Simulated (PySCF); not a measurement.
# Cost of response and excited-state runs on `C[C@H]1[CH2][GeH2][Ge@H]1[Br]`, C3H9BrGe2

Mapped SMILES: `[CH3:1][C@H:2]1[CH2:3][GeH2:4][Ge@H:5]1[Br:6]`; H(Xn) means a hydrogen on atom n. Ha(C3), Ha(Ge4) are cis to C1 on the ring; Hb(C3), Hb(Ge4) are trans to C1 on the ring.

PySCF with density fitting, on 1 thread of an Arm Neoverse V2, shared host. Command: `OMP_NUM_THREADS=1 python excited_run.py task.json out`

Task: How long does each of these runs take, and how much memory?
- circular dichroism and optical rotation, PBE0/def2-SVPD; 12 states
- circular dichroism and optical rotation, PBE0/def2-SVPD; 12 states

Result: 
| run | level | basis functions | wall time | peak memory (GiB) |
| --- | --- | --- | --- | --- |
| circular dichroism and optical rotation | PBE0/def2-SVPD | 249 | 2.9 min | 1.1 |
| circular dichroism and optical rotation | PBE0/def2-SVPD | 249 | 3.8 min | 1.1 |

Times from a shared host are rough.
